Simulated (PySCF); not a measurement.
C3H3BrClF, SMILES C/C(Br)=C(\F)Cl.

Coordinates come from a PBE-D3(BJ)/def2-SVP optimisation. The structure was generated by enumeration; whether it is a known compound was not checked.

Calculation: PBE-D3(BJ)/def2-SVP (PySCF).

Frequencies are harmonic and unscaled.

Computed normal modes with their intensities:
```tsv
mode	ν (cm⁻¹)	IR (km/mol)	moving atoms (share of kinetic energy)
1	127	1.1	F 37 %, C 27 %, Cl 18 %, H 12 %
2	149	0.5	Cl 55 %, Br 34 %, C 9 %
3	160	0.1	H 97 %
4	286	1.7	C 49 %, H 30 %, Br 12 %
5	292	1.9	C 74 %, H 14 %
6	350	1.1	F 53 %, Br 23 %, Cl 15 %, C 9 %
7	407	2.9	C 42 %, F 40 %, Cl 12 %
8	509	7.2	C 38 %, Cl 37 %, F 13 %
9	526	1.6	C 90 %
10	799	42.3	C 54 %, H 26 %, F 13 %
11	1001	0.3	H 69 %, C 31 %
12	1018	64.8	C 57 %, H 40 %
13	1085	114.2	C 71 %, H 20 %, F 9 %
14	1173	86.3	C 73 %, F 19 %
15	1340	0.7	H 73 %, C 26 %
16	1394	12.9	H 97 %
17	1401	1.6	H 95 %
18	1676	63.4	C 97 %
19	2972	13.3	H 97 %
20	3049	4.0	H 91 %, C 9 %
21	3091	1.8	H 91 %, C 9 %
```
